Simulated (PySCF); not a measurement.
**A small calculation by hand: chemical shift, span and skew from a shielding tensor**

Zn(OH)(NH2) (H3NOZn), SMILES [NH2][Zn][OH]. Atoms are numbered in the order given.

```xyz
6

Zn     0.0171     0.0178     0.0000
O      1.7934    -0.1257     0.0000
H      2.2696     0.7094     0.0000
N     -1.7997    -0.1088     0.0000
H     -2.2665     0.2618    -0.8179
H     -2.2665     0.2618     0.8179
```

Coordinates come from a B3LYP-D3(BJ)/def2-TZVP optimisation. The values are those of a single conformer.

GIAO shieldings from PBE0/pcSseg-2 (PySCF), non-relativistic, no solvent. The symmetric part of the tensor of N4 has the principal values 252.3, 288.5, 296.6 ppm. The same nucleus in NH3 has σ = 263.3 ppm at this level (PySCF, at its B3LYP-D3(BJ)/def2-TZVP geometry).

Task: Work out the isotropic shielding, the ¹⁵N shift against NH3, the span and the skew.

Result: 
σ(iso) = (σ11 + σ22 + σ33)/3 = 279.1 ppm. δ = σ(ref) − σ(iso) = 263.3 − (279.1) = -15.8 ppm.
Span Ω = σ33 − σ11 = 44.3 ppm. Skew κ = 3(σ(iso) − σ22)/Ω = -0.63. Tumbling in solution averages the tensor to δ; in a static solid the shielding alone would spread this spin-1/2 line over Ω.
